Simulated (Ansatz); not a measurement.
The cluster MnI₂: single points at one geometry.

```yaml
crystal:
  periodic: [false, false, false]
  atoms:
    - {symbol: Mn, position_ang: [0.001999, 0.000614, -0.003674]}
    - {symbol: I, position_ang: [0.987378, 2.101454, 0.890668]}
    - {symbol: I, position_ang: [-0.989368, -2.102068, -0.886994]}
basis:
  gaussian: {orbitals: def2-TZVP, initial_orbitals: start.molden}
magnetization: {spin_polarized: true, initial_magnetization: 1}
hamiltonian: {xc: pbe, dispersion: d4}
scf: {omitted_lower_state_checks: [starts]}
output: {orbitals: {seedname: orbitals}}
```

The file start.molden holds the orbitals of an earlier run on this structure, at another level or in another basis.

```sh
$ ansatz run in.yaml --threads 2 --pin off --events-out ev --progress --plain --max-ram 4352MiB
```

Shortened log:

```
Functional definition: PBE
1176 factors; their error is unknown
mean field evaluation 1: about -47516.6278 eV, gradient 6.6e0 eV
mean field evaluation 2: about -47516.9299 eV, gradient 1.3e0 eV
mean field evaluation 4: about -47516.9255 eV, gradient 6.6e-2 eV
mean field evaluation 8: about -47516.9263 eV, gradient 1.4e-4 eV
mean field evaluation 16: about -47516.9263 eV, gradient 7.2e-6 eV
mean field -47516.92632706 eV, -1746.2148343901 hartree, gradient 7.2e-6 eV, S^2 2.691370; 0 other end points of the search recorded, 0 dependent functions left out
reference -47516.92636105 eV, -1746.2148356392 hartree; 38, 37 occupied and 107, 108 virtual orbitals, 1176 factors
Total energy: -47517.02641242 eV, -1746.2185124592 hartree
Checks for a lower state left out: starts
```

It took 20 s on 2 threads of Intel Xeon Platinum 8375C on a shared host.

As the first input, with `hamiltonian: {xc: pbe}`, `correlation: {method: rpa}` and without the key `output` (abridged; 21 s):

```
Functional definition: PBE
mean field -47516.92632303 eV, -1746.2148342420 hartree, gradient 2.3e-6 eV, S^2 2.691370
13 core orbitals not correlated: weight in the atoms' cores, before any rotation towards them, 1.000 or more for the frozen orbitals, at most 0.000 for the correlated occupied ones
Total energy: -47481.40947503 eV, -1744.9096141520 hartree
Checks for a lower state left out: starts
```

First input, but with `hamiltonian: {xc: {name: PBE-QIDH}}` and without the key `output` (abridged; 81 s):

```
Functional definition: PBE-QIDH
mean field evaluation 16: about -47492.0908 eV, gradient 9.7e-9 eV
mean field -47492.09075378 eV, -1745.3021439060 hartree, gradient 9.7e-9 eV, S^2 2.748903
13 core orbitals not correlated: weight in the atoms' cores, before any rotation towards them, 1.000 or more for the frozen orbitals, at most 0.000 for the correlated occupied ones
second order -40.41570002 eV of doubles, -0.00000000 eV of singles
Total energy: -47505.56266363 eV, -1745.7972274616 hartree
Checks for a lower state left out: starts
```

First input, but with `hamiltonian: {xc: {name: LC-wPBE}}` (abridged; 42 s):

```
Functional definition: LC-wPBE
mean field -47520.40768953 eV, -1746.3427721010 hartree, gradient 9.5e-6 eV, S^2 2.730618
Total energy: -47520.40768953 eV, -1746.3427721012 hartree
Checks for a lower state left out: starts
```

The first input with `hamiltonian: {xc: {text: "exchange = 0.95*pbe_x + 0.05*exact_x\ncorrelation = pbe_c"}}` (abridged; 53 s):

```
Functional definition: unnamed
mean field evaluation 16: about -47517.2033 eV, gradient 9.2e-6 eV
mean field -47517.20333889 eV, -1746.2250143871 hartree, gradient 9.2e-6 eV, S^2 2.700116
Total energy: -47517.20337101 eV, -1746.2250155672 hartree
Checks for a lower state left out: starts
```

As the first input, with `hamiltonian: {xc: hse06, dispersion: d4}` (abridged; 57 s):

```
Functional definition: HSE06
mean field -47518.30873456 eV, -1746.2656369286 hartree, gradient 3.1e-6 eV, S^2 2.724322
Total energy: -47518.39519634 eV, -1746.2688143404 hartree
Checks for a lower state left out: starts
```

The first input with `hamiltonian: {xc: pbe0, dispersion: d4}` (abridged; 51 s):

```
Functional definition: PBE0
mean field -47518.58047900 eV, -1746.2756233527 hartree, gradient 5.5e-6 eV, S^2 2.724926
Total energy: -47518.66851094 eV, -1746.2788584667 hartree
Checks for a lower state left out: starts
```

Geometry: r2SCAN-D4/def2-TZVP.

In the def2 sets I takes a core potential; there is no spin–orbit coupling. LC-ωPBE has ω = 0.4 bohr⁻¹. HSE06 is defined as in plane-wave codes, on full-range PBE exchange. Correlated methods freeze 13 core orbitals; core or outer-core shells of Mn, I are correlated, in sets that lack core-valence functions. At PBE-D4/def2-TZVP, RPA@PBE/def2-TZVP, PBE-QIDH/def2-TZVP, LC-ωPBE/def2-TZVP and others the charge 0 doublet is spin-contaminated (final ⟨S²⟩ up to 2.75, 0.75 for a pure state). The structure comes from a short search, and lower isomers may exist.
